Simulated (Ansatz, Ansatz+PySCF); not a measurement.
```xyz
3

Co    0.0000    0.0000    0.0000
Cl    0.0000    0.0000    2.0900
Cl    0.0000    0.0000   -2.0900
```

Basis set: def2-SVP (spherical functions). Left uncorrelated: 15 orbitals. Correlation on ROHF uses semicanonical orbitals with singles. Charge 0, multiplicity 4.

Computed with Ansatz (development build ahead of 0.2.0); each method stands on the lowest determinant of its kind that the runs found. Restricted functionals stand beside restricted open-shell atoms, which can lie above the unrestricted atoms usual in DFT and then raise those values.

The atomization energy at this shape (free ground-state atoms in the same class of orbitals less the molecule, no zero-point energy) of quartet CoCl₂:

```tsv
method	atomization energy
ωB97X (unrestricted)	769.7 kJ/mol
ωB97X (restricted open-shell)	773.5 kJ/mol
r²SCAN (unrestricted)	834.8 kJ/mol
PBE0 (unrestricted)	769.0 kJ/mol
PBE0 (restricted open-shell)	774.5 kJ/mol
PBE (unrestricted)	833.4 kJ/mol
PBE (restricted open-shell)	837.7 kJ/mol
UHF-MP2	695.7 kJ/mol
ROHF-MP2	690.6 kJ/mol
UHF	537.2 kJ/mol
ROHF	555.1 kJ/mol
```

What does r²SCAN (restricted open-shell) give?

844.7 kJ/mol. Caution: other spin multiplicities were not run.
